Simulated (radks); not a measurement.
The nuclear charge of the silicon ion Si+ is varied continuously with 13 electrons held in [Ne] 3s2 3p1. All-electron calculation, Dirac Kohn-Sham, PBE, spin-unpolarised, spherical densities, point nucleus; open shells fill j = l - 1/2 first. Program: a radial shooting solver on a logarithmic mesh with Libxc functionals. By the Hellmann-Feynman theorem dE/dZ = E(electron-nucleus)/Z, the electronic potential at the nucleus.

[
 {"Z": "13", "E (hartree)": "-242.68531", "E(electron-nucleus)/Z (hartree)": "-44.6517", "HOMO": "3p1/2", "e(HOMO) (eV)": "-2.718", "<r> HOMO (bohr)": "3.443"},
 {"Z": "13.1", "E (hartree)": "-247.17270", "E(electron-nucleus)/Z (hartree)": "-45.0960", "HOMO": "3p1/2", "e(HOMO) (eV)": "-3.430", "<r> HOMO (bohr)": "3.292"},
 {"Z": "13.2", "E (hartree)": "-251.70449", "E(electron-nucleus)/Z (hartree)": "-45.5398", "HOMO": "3p1/2", "e(HOMO) (eV)": "-4.186", "<r> HOMO (bohr)": "3.160"},
 {"Z": "13.3", "E (hartree)": "-256.28065", "E(electron-nucleus)/Z (hartree)": "-45.9833", "HOMO": "3p1/2", "e(HOMO) (eV)": "-4.985", "<r> HOMO (bohr)": "3.042"},
 {"Z": "13.4", "E (hartree)": "-260.90114", "E(electron-nucleus)/Z (hartree)": "-46.4265", "HOMO": "3p1/2", "e(HOMO) (eV)": "-5.824", "<r> HOMO (bohr)": "2.935"},
 {"Z": "13.5", "E (hartree)": "-265.56594", "E(electron-nucleus)/Z (hartree)": "-46.8695", "HOMO": "3p1/2", "e(HOMO) (eV)": "-6.703", "<r> HOMO (bohr)": "2.838"},
 {"Z": "13.6", "E (hartree)": "-270.27502", "E(electron-nucleus)/Z (hartree)": "-47.3122", "HOMO": "3p1/2", "e(HOMO) (eV)": "-7.622", "<r> HOMO (bohr)": "2.749"},
 {"Z": "13.7", "E (hartree)": "-275.02837", "E(electron-nucleus)/Z (hartree)": "-47.7547", "HOMO": "3p1/2", "e(HOMO) (eV)": "-8.579", "<r> HOMO (bohr)": "2.667"},
 {"Z": "13.8", "E (hartree)": "-279.82595", "E(electron-nucleus)/Z (hartree)": "-48.1970", "HOMO": "3p1/2", "e(HOMO) (eV)": "-9.575", "<r> HOMO (bohr)": "2.591"},
 {"Z": "13.9", "E (hartree)": "-284.66776", "E(electron-nucleus)/Z (hartree)": "-48.6392", "HOMO": "3p1/2", "e(HOMO) (eV)": "-10.607", "<r> HOMO (bohr)": "2.520"},
 {"Z": "14", "E (hartree)": "-289.55378", "E(electron-nucleus)/Z (hartree)": "-49.0812", "HOMO": "3p1/2", "e(HOMO) (eV)": "-11.676", "<r> HOMO (bohr)": "2.454"},
 {"Z": "14.1", "E (hartree)": "-294.48400", "E(electron-nucleus)/Z (hartree)": "-49.5232", "HOMO": "3p1/2", "e(HOMO) (eV)": "-12.782", "<r> HOMO (bohr)": "2.393"},
 {"Z": "14.2", "E (hartree)": "-299.45841", "E(electron-nucleus)/Z (hartree)": "-49.9650", "HOMO": "3p1/2", "e(HOMO) (eV)": "-13.923", "<r> HOMO (bohr)": "2.335"},
 {"Z": "14.3", "E (hartree)": "-304.47699", "E(electron-nucleus)/Z (hartree)": "-50.4067", "HOMO": "3p1/2", "e(HOMO) (eV)": "-15.101", "<r> HOMO (bohr)": "2.280"},
 {"Z": "14.4", "E (hartree)": "-309.53975", "E(electron-nucleus)/Z (hartree)": "-50.8484", "HOMO": "3p1/2", "e(HOMO) (eV)": "-16.313", "<r> HOMO (bohr)": "2.228"},
 {"Z": "14.5", "E (hartree)": "-314.64667", "E(electron-nucleus)/Z (hartree)": "-51.2900", "HOMO": "3p1/2", "e(HOMO) (eV)": "-17.561", "<r> HOMO (bohr)": "2.179"},
 {"Z": "14.6", "E (hartree)": "-319.79774", "E(electron-nucleus)/Z (hartree)": "-51.7315", "HOMO": "3p1/2", "e(HOMO) (eV)": "-18.844", "<r> HOMO (bohr)": "2.133"},
 {"Z": "14.7", "E (hartree)": "-324.99297", "E(electron-nucleus)/Z (hartree)": "-52.1730", "HOMO": "3p1/2", "e(HOMO) (eV)": "-20.161", "<r> HOMO (bohr)": "2.089"},
 {"Z": "14.8", "E (hartree)": "-330.23234", "E(electron-nucleus)/Z (hartree)": "-52.6144", "HOMO": "3p1/2", "e(HOMO) (eV)": "-21.512", "<r> HOMO (bohr)": "2.047"},
 {"Z": "14.9", "E (hartree)": "-335.51585", "E(electron-nucleus)/Z (hartree)": "-53.0559", "HOMO": "3p1/2", "e(HOMO) (eV)": "-22.898", "<r> HOMO (bohr)": "2.006"},
 {"Z": "15", "E (hartree)": "-340.84351", "E(electron-nucleus)/Z (hartree)": "-53.4973", "HOMO": "3p1/2", "e(HOMO) (eV)": "-24.317", "<r> HOMO (bohr)": "1.968"}
]

The central difference of E at Z = 14 is -49.081 hartree, to compare with the third column; the second derivative is -4.42 hartree.
